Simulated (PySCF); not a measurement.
Electron correlation in Tl⁻ (thallium, charge -1)

[Xe] 4f14 5d10 6s2 6p2, high-spin 3P determinant. All numbers are calculated (PySCF 2.14, scalar relativity through the core potential, in aug-cc-pVTZ-PP with ECP60MDF (6s5p4d2f, 55 functions)). Frozen: 5s2 5p6 5d10; 4 electrons correlated.

| level | correlation energy (mhartree) |
| --- | --- |
| CCSD | -45.77 |
| (T) | -1.52 |
| CCSD(T) | -47.29 |

Diagnostics: T1 = 0.011, D1 = 0.0261, largest double amplitude 0.077.

Is a single reference adequate?

Mostly. T1 lies below 0.03, but a double amplitude of this size points to a near-degeneracy that CCSD handles and MP2 describes poorly.

Spin-orbit coupling is strong in this species, so the high-spin LS determinant is a model state.
